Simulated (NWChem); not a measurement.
System: C₄H₃F; SMILES C#C/C=C\F

Here is an NWChem input.

```
start job
memory heap 200 mb stack 900 mb global 1100 mb
geometry units angstroms noautoz
  C      0.558936     2.196693     0.000000
  C     -0.112288     1.170324     0.000000
  C     -0.919808     0.004526     0.000000
  C     -0.449696    -1.263820     0.000000
  F      0.852429    -1.553502     0.000000
  H      1.159032     3.095587     0.000000
  H     -2.016680     0.121238     0.000000
  H     -1.094666    -2.157933     0.000000
end
basis spherical
  * library def2-svp
end
dft
  xc bhlyp
  iterations 150
  mulliken
end
task dft energy
```

Coordinates come from a PBE-D3(BJ)/def2-SVP optimisation.

What results follow from this input? (BHandHLYP/def2-SVP.) Quantities: energy (Ha); highest occupied level (eV); orbital gap (eV); dipole (D).

The energy (Ha) is -253.64 and the highest occupied level (eV) comes out as -7.91. The orbital gap (eV) is 8.11 and the dipole (D) is 1.44.
